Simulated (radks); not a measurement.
Question: Spherical quantum dot in the effective-mass picture: electrons in a parabolic well V = omega^2 r^2 / 2 with omega = 0.616, with a point charge +1 (a donor) at the centre, all in effective atomic units (hartree* = m*/eps^2 hartree, bohr* = eps/m* bohr), one dielectric constant everywhere. Calculated with a radial shooting solver with Libxc functionals: non-relativistic Kohn-Sham, PBE, spin-polarised, spherical densities. Levels are named by radial order and angular momentum (1s, 1p, 1d, 2s, ...), and open shells are averaged over m. Results are scaled to m* = 0.035 and eps = 14.5, for which hartree* = 4.53 meV and bohr* = 21.92 nm. At N = 8 the configuration is 1s2 1p6. Does electron 9 go into 1d up or 2s up?

Answer: Into 2s up. The total energies of the other choices lie higher by 0.607 meV (1d up).
